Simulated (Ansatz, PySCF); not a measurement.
CH₇Si₂, SMILES [SiH2]C[SiH3], multiplicity 2. Atoms are numbered in the order given.

```xyz
10

Si     1.6041     0.3587     0.0806
C      0.1149    -0.7122    -0.3551
Si    -1.5489    -0.0138     0.1850
H      2.9001    -0.2979    -0.2849
H      1.5136     1.7062    -0.5661
H      0.0969    -0.8626    -1.4503
H      0.2469    -1.7069     0.1036
H     -2.6653    -0.9083    -0.2511
H     -1.7612     1.3382    -0.4175
H     -1.5966     0.1185     1.6732
```
Charge 0, spin multiplicity 2.

Geometry optimised at PBE0-D3(BJ)/def2-SVP. The isomer is the one that the SMILES or the coordinates give; other isomers of the formula were not compared.

Two levels are set side by side: PBE-D3(BJ)/def2-SVP (Ansatz, a first-principles code) and PBE0-D3(BJ)/def2-SVP (Ansatz). Each level has its own optimised geometry; the coordinates shown are those of the second. Frequencies come from the Hessian of PySCF at each geometry. Differences are taken from unrounded values.

| quantity | PBE0-D3(BJ) |
|---|---|
| mean bond length (Å) | 1.495 |
| bond Si1–C2 (Å) | 1.885 |
| bond C2–Si3 (Å) | 1.884 |
| bond Si1–H4 (Å) | 1.498 |
| bond Si1–H5 (Å) | 1.497 |
| bond C2–H6 (Å) | 1.106 |
| bond C2–H7 (Å) | 1.103 |
| bond Si3–H8 (Å) | 1.496 |
| bond Si3–H9 (Å) | 1.495 |
| bond Si3–H10 (Å) | 1.495 |
| highest harmonic wavenumber (cm⁻¹) | 3130 |
| mean harmonic wavenumber (cm⁻¹) | 1223 |
| zero-point energy (kcal/mol) | 41.98 |

**Question.** What does PBE-D3(BJ) give, and how far is it from PBE0-D3(BJ)? (An estimate is asked for; the answer gives what the named calculation found.)

**Answer.** 
```csv
quantity,PBE-D3(BJ),PBE-D3(BJ) minus PBE0-D3(BJ)
mean bond length (Å),1.506,0.010
bond Si1–C2 (Å),1.897,0.012
bond C2–Si3 (Å),1.896,0.012
bond Si1–H4 (Å),1.510,0.012
bond Si1–H5 (Å),1.509,0.011
bond C2–H6 (Å),1.114,0.008
bond C2–H7 (Å),1.111,0.008
bond Si3–H8 (Å),1.506,0.010
bond Si3–H9 (Å),1.505,0.010
bond Si3–H10 (Å),1.505,0.010
highest harmonic wavenumber (cm⁻¹),3043,-87
mean harmonic wavenumber (cm⁻¹),1184,-40
zero-point energy (kcal/mol),40.62,-1.36
```

Exact exchange shortens and stiffens bonds; PBE has none. Differences between two approximate levels are no errors against the true value.
